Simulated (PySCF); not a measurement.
SMILES CSCCc1ccco1 (C7H10OS) (GFN2-xTB optimised geometry):

```
19

C      0.199    -0.109    -3.331
S      1.819     0.443    -2.726
C      2.067    -0.679    -1.309
C      1.477    -0.150     0.000
C     -0.012    -0.150     0.000
C     -0.918     0.869     0.000
C     -2.199     0.263    -0.019
C     -1.976    -1.078    -0.029
O     -0.656    -1.339    -0.016
H      0.224    -1.183    -3.497
H     -0.577     0.155    -2.619
H      0.031     0.407    -4.270
H      3.148    -0.779    -1.214
H      1.638    -1.646    -1.571
H      1.829     0.868     0.171
H      1.836    -0.788     0.814
H     -0.701     1.918     0.007
H     -3.148     0.759    -0.026
H     -2.641    -1.918    -0.044
```

Computed with CAM-B3LYP/def2-SVP (PySCF 2.14.0).

Problem. What are the frontier orbital energies and the dipole moment?

Solution. HOMO-2 -9.38 eV, HOMO-1 -7.71 eV, HOMO -7.36 eV, LUMO 1.58 eV, LUMO+1 2.74 eV; dipole moment 1.21 D.

Meta-Löwdin charges at CAM-B3LYP/def2-SVP: C1 -0.34, S2 0.00, C3 -0.21, C4 -0.18, C5 0.17, C6 -0.18, C7 -0.17, C8 0.04, O9 -0.25, H10 0.11, H11 0.12, H12 0.12, H13 0.11, H14 0.10, H15 0.11, H16 0.10, H17 0.12, H18 0.12, H19 0.12.
